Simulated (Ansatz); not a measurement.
Basis sets compared for B(H2O)F3 (BOF3H2). Total charge 0; singlet. Geometry r2SCAN-D4/def2-SVP. Ansatz on 4 threads of Arm Neoverse V2 on a shared host; times are rough, and most runs start from earlier orbitals.

Cartesian coordinates in Å:
```
B 0.0601 0.3855 -0.6402
O -0.3682 -0.7022 0.7065
H -0.5346 -0.1221 1.4670
H 0.4413 -1.1956 0.9157
F -0.7952 0.0237 -1.6047
F 1.3576 0.0323 -0.8071
F -0.1610 1.5784 -0.0372
```

B3LYP takes the VWN-RPA correlation.

Binding counts from free atoms (B doublet, O triplet, H doublet, F doublet) in the same basis, without a counterpoise term.

```csv
level,functions,energy (Eh),HOMO (eV),LUMO (eV),binding per atom (eV),wall time
HF/6-31G,49,-399.0991,-16.52,3.88,2.80,0.1 s
HF/def2-TZVP,167,-399.4096,-16.28,2.51,3.21,0.5 s
PBE-D4/def2-SVP,80,-400.2911,-8.29,-0.67,4.58,0.45 s
PBE-D4/def2-TZVP (with forces),167,-400.7795,-8.73,-1.22,4.48,0.95 s
r2SCAN-D4/def2-TZVP,167,-401.0113,-9.26,-0.43,4.40,1.6 s
B3LYP-D4/6-31G,49,-400.8924,-10.23,-0.13,4.04,0.4 s
B3LYP-D4/def2-TZVP,167,-401.1937,-10.61,-0.74,4.35,1 s
PBE0-D4/def2-SVP,80,-400.2997,-10.60,0.31,4.42,0.45 s
PBE0-D4/def2-TZVP,167,-400.7855,-10.92,-0.29,4.35,1 s
```

Q: Estimate the rows for PBE-D4/def2-TZVPD, r2SCAN-D4/def2-TZVPD, PBE0-D4/def2-TZVPD.

A: 
```csv
level,functions,energy (Eh),HOMO (eV),LUMO (eV),binding per atom (eV),wall time
PBE-D4/def2-TZVPD,215,-400.7828,-8.83,-1.65,4.48,1.2 s
r2SCAN-D4/def2-TZVPD,215,-401.0136,-9.32,-0.91,4.40,2.1 s
PBE0-D4/def2-TZVPD,215,-400.7880,-10.98,-0.89,4.34,1.6 s
```
